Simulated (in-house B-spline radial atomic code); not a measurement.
**KLI/ALDAx excitations of Lu II (Lu+)**

Method: KLI/ALDAx. Computed with a B-spline radial code for spherical atoms: linear response of the closed shell [Xe] 4f14 6s2 with the adiabatic LDA exchange kernel on the exchange-only KLI potential; scalar-relativistic (spin-free one-electron X2C), finite nucleus, no spin-orbit coupling, no double excitations, S, P, D and F terms only; shells from n = 4 respond. Only terms of natural parity with L up to 3 were computed.

Spin-orbit coupling is strong here, so these LS terms don't match observed levels.

Command:
```bash
python run_td.py task.json out
```
Settings (radii: box in bohr, nucleus in fm):
```
Z                        71
electrons                70
configuration            [Xe] 4f14 6s2
hamiltonian              x2c
method                   kli
box_radius               41.61
rms_radius               5.37
intervals                108
```

Cost of the run: 6.8 s on 1 thread of Arm Neoverse N1, with other jobs on the host.

The lowest states, in the order of their Tamm-Dancoff energies; the method's threshold (minus the highest occupied level) is 12.762 eV. Labels give the largest channel, * marks a mixed state, and oscillator strengths are full-response dipole values. Measured ¹D terms are left out, since they can mix with doubly excited terms. Semilocal kernels can invert the small singlet-triplet splittings of Rydberg terms. Energies in eV:

```csv
state,full response,Tamm-Dancoff,oscillator strength,measured (J-weighted term)
6s → 5d 3D,?,?,-,?
6s → 5d 1D,2.615,2.659,-,-
6s → 6p 3P,2.932,3.106,-,3.789
6s → 6p 1P,?,?,?,?
6s → 7s 3S,6.789,6.805,-,7.907
6s → 7s 1S,7.326,7.342,-,8.553
6s → 6d 3D,7.751,7.764,-,-
6s → 6d 1D,7.914,7.917,-,-
6s → 7p 3P,8.172,8.187,-,-
6s → 7p 1P,8.479,8.511,0.0386,-
```

(1) Where does 6s → 6p 1P lie?

(2) Where does 6s → 5d 3D lie?

(3) How large is the singlet-triplet splitting of 6s → 5d (D terms) in Tamm-Dancoff?

(4) What polarisabilities and dispersion coefficient does the method give?

Results:

(1) At 4.987 eV in full response, 5.183 eV in Tamm-Dancoff, oscillator strength 2.02; measured 4.739 eV.

(2) At 1.286 eV in full response, 1.520 eV in Tamm-Dancoff; measured 1.628 eV.

(3) 1.14 eV, from the unrounded values.

(4) Dipole 65.67 bohr³, quadrupole 1033 bohr⁵, C6 674.9 hartree·bohr⁶ for two such species.
